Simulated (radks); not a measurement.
Valence configurations of the zinc ion Zn2+ (all share [Ar]). All-electron calculation, scalar-relativistic Kohn-Sham, PBE, spin-polarised, spherical densities, finite nucleus; open shells are filled with parallel spins first; Fermi nuclear charge, rms radius 3.9283 fm. Program: a radial shooting solver on a logarithmic mesh with Libxc functionals. Energies are relative to 3d10; eigenvalues in eV for spin up.

3d10: E (eV) 0.000; moment (Bohr magnetons) 0; e(3d) -30.856
3d8 4p2: E (eV) 40.067; moment (Bohr magnetons) 4; e(3d) -49.936; e(4p) -21.602
3d9 4p1: E (eV) 17.433; moment (Bohr magnetons) 2; e(3d) -40.065; e(4p) -18.828
3d9.5 4s0.5: E (eV) 4.278; moment (Bohr magnetons) 1; e(3d) -34.600; e(4s) -24.567
3d8 4s2: E (eV) 24.190; moment (Bohr magnetons) 2; e(3d) -47.042; e(4s) -27.976
3d9 4s1: E (eV) 9.374; moment (Bohr magnetons) 2; e(3d) -38.560; e(4s) -26.066
3d9.5 4p0.5: E (eV) 8.115; moment (Bohr magnetons) 1; e(3d) -35.371; e(4p) -17.320
3d8 4s1 4p1: E (eV) 31.218; moment (Bohr magnetons) 4; e(3d) -48.528; e(4p) -20.909; e(4s) -29.728
3d8.5 4s0.5 4p1: E (eV) 23.815; moment (Bohr magnetons) 3; e(3d) -44.200; e(4p) -19.887; e(4s) -28.346
3d6 4s2 4p2: E (eV) 87.153; moment (Bohr magnetons) 6; e(3d) -69.159; e(4p) -24.930; e(4s) -35.095

NIST lists [Ar] 3d10 as the ground configuration; this level of theory agrees among the configurations tried. The energies are those of spherical high-spin densities, not of single terms.
